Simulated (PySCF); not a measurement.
**ZnO: energy against distance**

Set-up: Zn def2-TZVPP, O def2-TZVPP; no relativity (PySCF 2.14). Energies in eV from Zn + O in their ground configurations at the same level. All curves are PBE0. state 1: ³Π (triplet), unpaired electrons σ ↑, π ↑; state 2: Ms = 0 determinant of mixed spin (⟨S²⟩ near 1.0), unpaired electrons σ ↓, π ↑, a second solution, started from another occupation; state 3: ¹Σ⁺ (singlet), closed shell, a second solution, started from another occupation; state 4: ³Σ⁺ (triplet), unpaired electrons σ ↑↑, a second solution, started from another occupation.

```tsv
R (Å)	state 1	state 2	state 3	state 4
1.608	-0.684	-0.566	-1.053	0.5310
1.683	-1.102	-0.982	-1.179	0.2533
1.758	-1.323	-1.196	-1.138	0.1398
1.814	-1.399	-1.264	-1.036	0.1291
1.870	-1.419	-1.274	-0.894	0.1641
1.926	-1.398	-1.240	-0.725	0.2327
2.001	-1.326	-1.147	-0.477	0.3613
2.094	-1.194	-0.982	-0.153	0.5611
2.207	-1.012	-0.751	0.226	0.8318
2.356	-0.778	-0.439	0.687	1.2110
```

Q: Put a parabola through the three lowest points of the state 1 curve and estimate Re, k and ωe (reduced mass 12.79 u; 1 eV/Å² = 0.16022 mdyn/Å; ωe = 1302.8·√(k/μ) cm⁻¹).

A: Through R = 1.814, 1.87, 1.926 Å the second-order coefficient is 6.54 eV/Å², so Re ≈ 1.869 Å, k ≈ 2.09 mdyn/Å and ωe ≈ 527 cm⁻¹. A polynomial fit of higher order to the unrounded PBE0 energies gives Re = 1.866 Å, k = 2.11 mdyn/Å, ωe = 529 cm⁻¹; anharmonicity and rounding make the difference.

The higher-order fit for each curve: state 1: Re = 1.866 Å, ωe = 529 cm⁻¹, De = 1.42 eV; state 2: Re = 1.852 Å, ωe = 566 cm⁻¹, minimum 1.28 eV below the ground-state fragments; state 3: Re = 1.698 Å, ωe = 758 cm⁻¹, minimum 1.18 eV below the ground-state fragments; state 4: Re = 1.797 Å, ωe = 579 cm⁻¹, minimum 0.127 eV above the ground-state fragments.

The state was picked by a PBE0 search and need not be the measured ground state.
